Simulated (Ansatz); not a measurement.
Program: Ansatz. Geometries: PBE0-D4/def2-TZVP. ΔE: electronic, gas phase. CCSD(T)/CBS is the MP2 limit (def2-TZVPP, def2-QZVPP) plus CCSD(T) − MP2 in def2-TZVPP, frozen cores. This one scheme is used for every species. Functionals use def2-TZVPP. B3LYP here is the variant with VWN-RPA as its local correlation; programs differ in this. HSE06 is defined as in plane-wave codes. One conformer a species, not always the lowest.

Consider the formal exchange of groups at the Al–Cl bond: `C[S][Al]([F])[Cl]` + CH₄ → `C[S][Al]([CH3])[F]` + HCl.

`C[S][Al]([F])[Cl]`:

Z-matrix (Å, degrees):
```
C
S 1 1.828
H 1 1.089 2 108.2
H 1 1.088 2 112.0 3 120.7
H 1 1.089 2 108.2 3 -118.6
Al 2 2.145 1 101.2 3 -120.8
Cl 6 2.075 2 121.4 1 -180.0
F 6 1.644 2 119.5 1 -0.0
```

CH₄:

Z-matrix (Å, degrees):
```
C
H 1 1.090
H 1 1.090 2 109.5
H 1 1.090 2 109.5 3 -120.0
H 1 1.090 2 109.5 3 120.0
```

`C[S][Al]([CH3])[F]`:

Z-matrix (Å, degrees):
```
C
S 1 1.824
H 1 1.089 2 108.6
H 1 1.089 2 108.8 3 -118.8
H 1 1.089 2 112.3 3 120.4
Al 2 2.166 1 101.1 3 -123.1
F 6 1.651 2 115.0 1 -179.8
C 6 1.940 2 124.9 1 0.3
H 8 1.094 6 111.7 2 -59.3
H 8 1.094 6 111.7 2 60.7
H 8 1.092 6 110.3 2 -179.4
```

HCl:

Z-matrix (Å, degrees):
```
Cl
H 1 1.279
```

```csv
level,ΔE (kJ/mol),difference from CCSD(T)/CBS
LDA (SPW92),148.0,-13.0
PBE-D4,154.0,-7.0
revPBE-D4,154.7,-6.3
BLYP-D4,158.6,-2.4
r2SCAN-D4,164.6,3.6
B97M-V,166.3,5.3
PBE0-D4,158.4,-2.6
B3LYP-D4,161.9,0.9
r2SCANh-D4,165.1,4.1
HSE06-D4,158.5,-2.5
BHLYP-D4,168.4,7.4
CAM-B3LYP-D4,161.2,0.2
ωB97X-V,160.6,-0.4
B2PLYP,163.9,2.9
PBE-QIDH,163.0,2.0
PBE,154.8,-6.2
revPBE,156.7,-4.3
BLYP,159.9,-1.1
r2SCAN,165.1,4.1
PBE0,159.1,-1.9
B3LYP,162.8,1.8
r2SCANh,165.5,4.5
r2SCAN0,166.1,5.1
BHLYP,168.4,7.4
CAM-B3LYP,161.9,0.9
LC-ωPBE,158.2,-2.8
HF/def2-SVP,180.6,19.6
CCSD/def2-SVP,167.5,6.5
CCSD(T)/def2-SVP,166.4,5.4
HF/def2-TZVPP,177.8,16.8
MP2/def2-TZVPP,162.9,1.9
SCS-MP2/def2-TZVPP,163.5,2.5
CCSD/def2-TZVPP,160.0,-1.0
CCSD(T)/def2-TZVPP,158.5,-2.5
HF/def2-QZVPP,177.6,16.6
MP2/def2-QZVPP,164.3,3.3
SCS-MP2/def2-QZVPP,165.1,4.1
HF/CBS(def2),177.6,16.6
MP2/CBS(def2),165.4,4.4
CCSD/CBS(def2),162.4,1.4
CCSD(T)/CBS,161.0,0
```

Question: What do rigid-rotor, harmonic-oscillator terms from PBE0-D4/def2-TZVP frequencies (298.15 K, 1 bar) make of the CCSD(T)/CBS value? (An estimate is asked.)

Answer: The calculation gave: ΔZPE = -10.5 kJ/mol, ΔH = +151.7 kJ/mol, ΔS = 15 J/(mol·K), ΔG = +147.2 kJ/mol. Modes under 50 cm⁻¹ make the entropy rough.

Largest T1 diagnostic among the species: 0.011.

In def2-TZVPP, CCSD(T) changes the Hartree–Fock value by −19.3 kJ/mol (the triples alone add −1.5 kJ/mol) and MP2 by −14.9 kJ/mol. At CCSD(T), def2-SVP lies +5.4 kJ/mol from the extrapolated value and def2-TZVPP −2.5 kJ/mol. Leaving LDA and LC-ωPBE aside and taking each functional with its dispersion term where it has one, the values spread over 14.4 kJ/mol, from PBE-D4 to BHLYP-D4. LDA lies −6.8 kJ/mol from PBE without D4.
